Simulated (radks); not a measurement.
The numbers below are computed, except where a source is named.
Task: The mean radii <r> (bohr) of the occupied orbitals of an atom or ion are listed with their occupations. Level of theory: Dirac Kohn-Sham, PBE, spin-unpolarised, spherical densities, point nucleus (a radial shooting solver on a logarithmic mesh with Libxc functionals).

orbital  occ.      <r>
1s1/2       2  0.02457
2s1/2       2   0.1047
2p1/2       2  0.08795
2p3/2       4  0.09416
3s1/2       2   0.2783
3p1/2       2   0.2681
3p3/2       4   0.2803
3d3/2       4   0.2514
3d5/2       6   0.2552
4s1/2       2   0.6353
4p1/2       2   0.6535
4p3/2       4   0.6801
4d3/2       4   0.7318
4d5/2       6   0.7411
5s1/2       2    1.465
5p1/2       2    1.611
5p3/2       4    1.677
6s1/2       1    3.259

Name the element and its charge. Open shells, if any, are shared by 2j + 1.

Result: Z = 58, cerium, charge +3: Ce3+ in [Xe] 6s1. The 1s radius gives Z: for a bare nucleus <r> = (2 gamma + 1)/(2Z) with gamma = sqrt(1 - (Z/c)^2), 0.02424 bohr for Z = 58, and screening makes it slightly larger (0.02457 here). The occupations add up to 55, and the charge is Z minus that.
